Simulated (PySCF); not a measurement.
Dipole moment and polarisability of `COc1pcpc(Cl)p1`

Compound: C4H4ClOP3.
Structure used (GFN2-xTB), in Å, numbered top down from 1:
```xyz
13
C4H4ClOP3 angstrom
C     -2.636   -0.119   -0.065
O     -1.525   -0.971   -0.150
C     -0.285   -0.421   -0.059
P     -0.124    1.307    0.163
C      1.583    1.579    0.227
P      3.017    0.626    0.127
C      2.408   -0.996   -0.085
Cl     3.696   -2.166   -0.207
P      0.853   -1.754   -0.203
H     -3.517   -0.752   -0.157
H     -2.624    0.622   -0.873
H     -2.653    0.410    0.896
H      1.802    2.636    0.368
```

Level: B3LYP/def2-SVPD (PySCF), static field, nuclei fixed, core orbitals frozen in the response. The polarisability tensor in these axes (au):

```
x   199.20 -13.48   0.28
y   -13.48 158.75   9.00
z     0.28   9.00  86.26
```

Problem. Give the principal values, the mean and the anisotropy Δα = √{½[(α1 − α2)² + (α2 − α3)² + (α1 − α3)²]}.

Solution. Principal values 85.13, 155.76 and 203.32 au; mean 148.07 au = 21.94 Å³ = 24.41 × 10⁻⁴⁰ C²·m²/J; Δα = 103.01 au (70 % of the mean).

Problem. What is the dipole moment, and where does it point?

Solution. (-2.65, 1.59, 0.15) D, 3.10 D in size, pointing from the negative to the positive side. Measured along this direction, the outermost atoms are Cl8 at the negative end and H10, H12 and H11 at the positive end.

Problem. What depolarisation ratio follows for Rayleigh scattering of linearly polarised light, taking the static tensor?

Solution. ρ = 3Δα²/(45ᾱ² + 4Δα²) = 31831.7/(986610 + 42442.3) = 0.0309.

Problem. Find the Langevin capture rate constant for H3+ (3.023 u) meeting this molecule (195.916 u), k = 2.342 × 10⁻⁹ cm³/s × √(α in Å³ / reduced mass in u).

Solution. The reduced mass is 2.98 u, so k = 6.36 × 10⁻⁹ cm³/s. The formula leaves out the permanent dipole, which adds to the capture rate.

Problem. Form Σ f/ω² (atomic units) for the 8 lowest TDDFT singlets, given as eV and f, and set it beside the mean polarisability, which is this sum over all singlets: 3.26, 0.0259; 3.67, 0.0015; 3.84, 0.0086; 3.87, 0.0040; 4.04, 0.0035; 4.22, 0.0074; 4.26, 0.1601; 4.44, 0.3596.

Solution. They add up to 23.02 au, 15.5 % of the 148.07 au; the largest single term is 13.52 au, from the state at 4.44 eV. Terms in order: 1.80, 0.08, 0.43, 0.20, 0.16, 0.31, 6.52, 13.52 au. Higher excitations give the rest. The strengths listed sum to 0.571.

One conformer (not necessarily the lowest) at the GFN2-xTB geometry, without solvent, vibrations or thermal averaging.
